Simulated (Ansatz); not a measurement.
Results of the Gaussian-basis code of Ansatz.

A structure relaxed at PBE0-D4/def2-TZVP, charge 0, multiplicity 1:

Cartesian coordinates in Å:
```
C 2.1519 0.6828 2.1050
C 1.2011 -0.4843 1.8741
Sn -0.2054 -0.1555 0.2665
C 0.8510 -0.0561 -1.6165
C -0.0840 0.0349 -2.8150
C -1.2541 1.7137 0.5614
C -0.4837 2.9319 0.0689
C -1.5986 -1.8037 0.1690
C -0.9284 -3.1315 -0.1578
H 1.6126 1.5949 2.3751
H 2.8609 0.4773 2.9137
H 2.7402 0.9093 1.2113
H 0.6244 -0.6973 2.7789
H 1.7590 -1.3959 1.6411
H 1.4889 -0.9416 -1.6885
H 1.5231 0.8061 -1.5823
H 0.4651 0.0844 -3.7609
H -0.7498 -0.8309 -2.8740
H -0.7202 0.9236 -2.7658
H -1.4803 1.8033 1.6278
H -2.2168 1.6340 0.0484
H 0.4707 3.0475 0.5894
H -0.2574 2.8625 -0.9986
H -1.0479 3.8581 0.2195
H -2.3534 -1.5550 -0.5826
H -2.1231 -1.8586 1.1272
H -0.4101 -3.0961 -1.1205
H -1.6509 -3.9524 -0.2110
H -0.1852 -3.4056 0.5964
```

Q: Give its formula and SMILES.

A: C8H20Sn, `C[CH2][Sn]([CH2]C)([CH2]C)[CH2]C`.

Q: Point group (tolerance 0.08 Å, 0.16 Å for H)?

A: C1.

Q: Summarise the bond lengths by kind.

A: 4 × C–C 1.523 Å; 20 × C–H 1.093 to 1.095 Å; 4 × C–Sn 2.160 to 2.164 Å.
